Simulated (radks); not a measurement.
Removal energies from the molybdenum ion Mo13+, [Ar] 3d10 4s1, by Delta-SCF beside the eigenvalue of the level emptied. Method: non-relativistic Kohn-Sham, PBE, spin-polarised, spherical densities, point nucleus; computed with a radial shooting solver on a logarithmic mesh with Libxc functionals. Open shells are filled with parallel spins first.

| removed from | final configuration | Delta-SCF (eV) | -eigenvalue (eV) |
|---|---|---|---|
| 4s | [Ar] 3d10 | 299.06 | 288.33 |
| 3d | [Ar] 3d9 4s1 | 515.30 | 490.40 |
| 3p | [Ne] 3s2 3p5 3d10 4s1 | 662.52 | 638.90 |
| 3s | [Ne] 3s1 3p6 3d10 4s1 | 743.47 | 720.16 |
